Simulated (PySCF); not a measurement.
Basis and Hamiltonian dependence of the excitation energy of Tl

Tl [Xe] 4f14 5d10 6s2 6p1 (2P) → Tl [Xe] 4f14 5d10 6s1 6p2 (4P). All values are computed (PySCF 2.14, energy differences of UHF-based or UKS calculations, no spin-orbit coupling). Values in eV.

```json
{"basis": "aug-cc-pVTZ-PP with ECP60MDF", "Hamiltonian": "ECP", "functions": "55", "UHF": "4.309", "LDA": "6.480", "PBE0": "5.863", "MP2 (valence)": "4.845", "CCSD(T) (valence)": "5.018", "CCSD(T) (valence and next inner shell)": "n/a"}
{"basis": "def2-TZVPPD with the def2 core potential (60 electrons)", "Hamiltonian": "ECP", "functions": "56", "UHF": "4.306", "LDA": "6.480", "PBE0": "5.865", "MP2 (valence)": "4.846", "CCSD(T) (valence)": "5.023", "CCSD(T) (valence and next inner shell)": "5.795"}
{"basis": "aug-cc-pVTZ-PP with one added diffuse shell each of d, f type with ECP60MDF", "Hamiltonian": "ECP", "functions": "67", "UHF": "4.309", "LDA": "6.480", "PBE0": "5.863", "MP2 (valence)": "4.845", "CCSD(T) (valence)": "5.018", "CCSD(T) (valence and next inner shell)": "n/a"}
{"basis": "x2c-TZVPPall", "Hamiltonian": "spin-free X2C", "functions": "83", "UHF": "4.349", "LDA": "6.504", "PBE0": "5.887", "MP2 (valence)": "4.872", "CCSD(T) (valence)": "5.046", "CCSD(T) (valence and next inner shell)": "5.802"}
{"basis": "aug-cc-pVTZ-DK3", "Hamiltonian": "spin-free X2C", "functions": "84", "UHF": "4.318", "LDA": "6.469", "PBE0": "5.872", "MP2 (valence)": "4.854", "CCSD(T) (valence)": "5.026", "CCSD(T) (valence and next inner shell)": "n/a"}
{"basis": "def2-QZVPPD with the def2 core potential (60 electrons)", "Hamiltonian": "ECP", "functions": "88", "UHF": "4.300", "LDA": "6.479", "PBE0": "5.862", "MP2 (valence)": "4.877", "CCSD(T) (valence)": "5.035", "CCSD(T) (valence and next inner shell)": "n/a"}
{"basis": "aug-cc-pVQZ-PP with ECP60MDF", "Hamiltonian": "ECP", "functions": "92", "UHF": "4.301", "LDA": "6.478", "PBE0": "5.862", "MP2 (valence)": "4.878", "CCSD(T) (valence)": "5.034", "CCSD(T) (valence and next inner shell)": "n/a"}
{"basis": "ANO-RCC-VTZP", "Hamiltonian": "spin-free X2C", "functions": "93", "UHF": "4.340", "LDA": "6.490", "PBE0": "5.890", "MP2 (valence)": "4.872", "CCSD(T) (valence)": "5.046", "CCSD(T) (valence and next inner shell)": "5.809"}
{"basis": "x2c-TZVPPall with one added diffuse shell each of s, p, d, f type", "Hamiltonian": "spin-free X2C", "functions": "99", "UHF": "4.350", "LDA": "6.508", "PBE0": "5.891", "MP2 (valence)": "4.875", "CCSD(T) (valence)": "5.045", "CCSD(T) (valence and next inner shell)": "5.803"}
{"basis": "aug-cc-pVQZ-PP with one added diffuse shell each of s, p, d, f, g type with ECP60MDF", "Hamiltonian": "ECP", "functions": "117", "UHF": "4.301", "LDA": "6.478", "PBE0": "5.862", "MP2 (valence)": "4.878", "CCSD(T) (valence)": "n/a", "CCSD(T) (valence and next inner shell)": "n/a"}
{"basis": "aug-cc-pVQZ-DK3", "Hamiltonian": "spin-free X2C", "functions": "118", "UHF": "4.311", "LDA": "n/a", "PBE0": "n/a", "MP2 (valence)": "4.885", "CCSD(T) (valence)": "5.039", "CCSD(T) (valence and next inner shell)": "n/a"}
{"basis": "aug-cc-pwCVTZ-DK3", "Hamiltonian": "spin-free X2C", "functions": "125", "UHF": "4.314", "LDA": "6.475", "PBE0": "5.875", "MP2 (valence)": "4.875", "CCSD(T) (valence)": "5.037", "CCSD(T) (valence and next inner shell)": "n/a"}
{"basis": "aug-cc-pwCVTZ-DK3 with one added diffuse shell each of s, d, f type", "Hamiltonian": "spin-free X2C", "functions": "138", "UHF": "4.314", "LDA": "n/a", "PBE0": "n/a", "MP2 (valence)": "n/a", "CCSD(T) (valence)": "n/a", "CCSD(T) (valence and next inner shell)": "n/a"}
{"basis": "x2c-QZVPPall", "Hamiltonian": "spin-free X2C", "functions": "142", "UHF": "4.314", "LDA": "6.478", "PBE0": "5.880", "MP2 (valence)": "4.889", "CCSD(T) (valence)": "n/a", "CCSD(T) (valence and next inner shell)": "n/a"}
```

Frozen in the all-electron rows: valence: [Xe] 4f14 5d10; valence and next inner shell: [Kr] 4d10 4f14; with a core potential, the same shells as far as they lie outside it.

Spin-orbit coupling is strong in these open shells (close to jj coupling), so the scalar numbers refer to model states.
